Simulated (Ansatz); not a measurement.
`OC(S)O[SiH3]` + `[SiH3]S` → `OC(S)S[SiH3]` + `O[SiH3]`  (substitution at a C–O bond)

Program: Ansatz. Geometries: PBE0-D4/def2-TZVP. ΔE: electronic, gas phase. CBS: MP2 limit from def2 TZ/QZ plus the TZ coupled-cluster correction, frozen cores. Functionals use def2-TZVPP. B3LYP here is the variant with VWN-RPA as its local correlation; programs differ in this. One conformer a species, not always the lowest.

```csv
level,ΔE (kcal/mol),difference from CCSD(T)/CBS
ωB97M-V,-0.9,1.9
B2PLYP,-1.6,1.2
PBE,-2.3,0.5
B3LYP,-0.8,2.0
HF/def2-TZVPP,2.1,4.9
CCSD/def2-TZVPP,-0.6,2.2
MP2/def2-QZVPP,-4.3,-1.5
SCS-MP2/def2-QZVPP,-3.1,-0.3
HF/CBS(def2),2.0,4.8
MP2/CBS(def2),-4.9,-2.1
CCSD(T)/CBS,-2.8,0
```

Largest T1 diagnostic among the species: 0.012.

From PBE to PBE0 (25 % exact exchange), in def2-TZVPP and without D4, ΔE moves by +0.8 kcal/mol. In def2-TZVPP, CCSD(T) changes the Hartree–Fock value by −3.4 kcal/mol (the triples alone add −0.7 kcal/mol) and MP2 by −5.5 kcal/mol.
